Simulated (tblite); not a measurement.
C7H6F2N (doublet state).
Bonds: N1–C2, C2–C3 (aromatic), C3–C4 (aromatic), C4–C5 (aromatic), C5–C6, C6–F7, C6–F8, C5–C9 (aromatic), C9–C10 (aromatic), C2–C10 (aromatic). Hydrogens: H11 on N1; H12 on C3; H13 on C4; H14 on C6; H15 on C9; H16 on C10.

Computed geometry: GFN2-xTB, gas phase. This method treats the open shell by occupation alone, without spin polarisation.

**Question.** Give the optimised bond lengths and angles.

**Answer.** 
| bond | length (Å) | order |
| --- | --- | --- |
| N1–C2 | 1.303 | single |
| C2–C3 | 1.436 | aromatic |
| C3–C4 | 1.368 | aromatic |
| C4–C5 | 1.400 | aromatic |
| C5–C6 | 1.502 | single |
| C6–F7, C6–F8 | 1.360 | single |
| C5–C9 | 1.399 | aromatic |
| C9–C10 | 1.368 | aromatic |
| C2–C10 | 1.433 | aromatic |
| N1–H11 | 1.018 | single |
| C3–H12 | 1.081 | single |
| C4–H13 | 1.080 | single |
| C6–H14 | 1.101 | single |
| C9–H15 | 1.080 | single |
| C10–H16 | 1.078 | single |

Bonds in one row agree within 0.01 Å and their mean is given. Orders are formal, as drawn. A selection of angles:
| angle | degrees |
| --- | --- |
| N1–C2–C3 | 125.2 |
| N1–C2–C10 | 117.7 |
| C3–C2–C10 | 117.1 |
| C2–C3–C4 | 120.9 |
| C3–C4–C5 | 120.4 |
| C4–C5–C6 | 119.1 |
| C4–C5–C9 | 120.2 |
| C6–C5–C9 | 120.7 |
| C5–C6–F7 | 110.9 |
| F7–C6–F8 | 105.6 |
| C5–C9–C10 | 120.3 |
| C2–C10–C9 | 121.1 |
| H11–N1–C2 | 113.9 |

Dihedral angles: C4–C5–C6–F7 -63° (synclinal); H11–N1–C2–C3 0° (synperiplanar). The mirror-image conformer, all signs reversed, is as good.

The 6-membered ring C2–C3–C4–C5–C9–C10 has internal angles of 117.1° to 121.1°; it is planar, 0.00 Å rms from its mean plane, widest ring torsion 0°. C5 (carbon bonded to 3 C) is planar (angles 120.7°, 120.2° and 119.1°, sum 360.0°, 0.00 Å off the plane of its three neighbours). The 7 C–C bonds span 1.368 Å (C3–C4, aromatic) to 1.502 Å (C5–C6, drawn single), a spread of 0.134 Å. C4 (carbon bonded to 2 C and H) is planar (angles 120.7°, 120.4° and 118.9°, sum 360.0°, 0.00 Å off the plane of its three neighbours). C10 (carbon bonded to 2 C and H) is planar (angles 121.9°, 121.1° and 117.1°, sum 360.0°, 0.00 Å off the plane of its three neighbours). N1 (nitrogen bonded to C and H) is bent (angle 113.9°). Of the pairs four or more bonds apart, H11···H12 is among the closest relative to their van der Waals radii: 2.39 Å, 100 % of the sum of Bondi's values.

Point group: near Cs, missed by 0.17 Å at most; the miss may be what the optimiser left on a soft mode. Its GFN2-xTB frequencies are all real (lowest 16 cm⁻¹). Torsions: H–N1–C2–C3 0°, C4–C5–C6–F7 -63°. 2 starts were optimised and ended at 0.00 and 0.12 kcal/mol (GFN2-xTB); the lowest of these is shown.
